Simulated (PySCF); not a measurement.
## TDDFT excited states: C5H3F3OS

Compound: C5H3F3OS.
InChI=1S/C5H3F3OS/c6-5(7,8)10-4-2-1-3-9-4/h1-3H

Method: TDDFT CAM-B3LYP/def2-SVPD, vertical, gas phase, core orbitals frozen in the response (PySCF 2.14.0, density-fitted response routines). Geometry: PBE0-D3(BJ)/def2-SVP, one conformer, isolated molecule. Torsions of this conformer, `[F:1][C:2]([F:3])([F:4])[S:5][c:6]1[cH:7][cH:8][cH:9][o:10]1`: F1–C2–S5–C6 61°, C2–S5–C6–C7 -93°.

**Question.** What does the calculation give for the low-lying excited states?

**Answer.** 

| state | λ (nm) | E (eV) | f | \|μ\| (D) | main configurations (H = HOMO, L = LUMO) |
| --- | --- | --- | --- | --- | --- |
| S1 | 218.8 | 5.67 | 0.028 | 1.15 | H-1→L (77%), H→L (10%) |
| S2 | 214.9 | 5.77 | 0.284 | 3.60 | H→L (87%), H-1→L (9%) |
| S3 | 184.0 | 6.74 | 0.014 | 0.74 | H→L+1 (88%) |
| S4 | 182.7 | 6.79 | 0.010 | 0.63 | H-2→L (64%), H→L+5 (20%) |
| S5 | 178.3 | 6.95 | 0.0028 | 0.33 | H-1→L+1 (38%), H-1→L+2 (23%), H-1→L+3 (13%) |
| S6 | 170.9 | 7.26 | 0.021 | 0.88 | H→L+3 (41%), H→L+2 (32%) |
| S7 | 166.5 | 7.45 | 0.0036 | 0.35 | H→L+3 (41%), H→L+2 (32%) |
| S8 | 162.1 | 7.65 | 0.0091 | 0.56 | H-1→L+2 (49%), H-1→L+1 (29%) |
| S9 | 159.0 | 7.80 | 0.023 | 0.89 | H→L+4 (75%) |
| S10 | 156.8 | 7.91 | 0.232 | 2.78 | H→L+5 (49%), H-2→L (23%) |

Triplets (Tamm–Dancoff): T1 3.80 eV, H→L (84%); T2 5.21 eV, H-2→L (46%), H→L+5 (15%), H-1→L (15%); T3 5.22 eV, H-1→L (61%), H-2→L (12%); T4 6.08 eV, H→L+5 (25%), H-2→L (24%), H→L+1 (10%).

The lowest singlet lies at 5.67 eV (219 nm, ultraviolet) and is weak; its leading configuration is HOMO-1→LUMO (77%). The most intense listed level is S2 at 5.77 eV (215 nm, f = 0.284), 0.10 eV above S1. Löwdin shares by element: HOMO carbon 78% or more (atoms not listed hold the other 22%); LUMO carbon 45% or more, sulfur 18% (atoms not listed hold the other 37%). The oscillator strengths of these states sum to 0.628; summed over the whole spectrum of an exact calculation they would give the number of electrons, 84 (Thomas–Reiche–Kuhn). The listed states span 2.24 eV, and the widest gap between neighbours is 0.97 eV (S2 to S3). Weighted by f, the mean energy of these states is 6.76 eV. All these states lie below the vertical ionisation energy of 9.28 eV (ΔSCF). The window holds the lowest 10 singlets.

The run took 3.0 min of wall time on one thread, Arm Neoverse V1, no GPU, on a shared host.
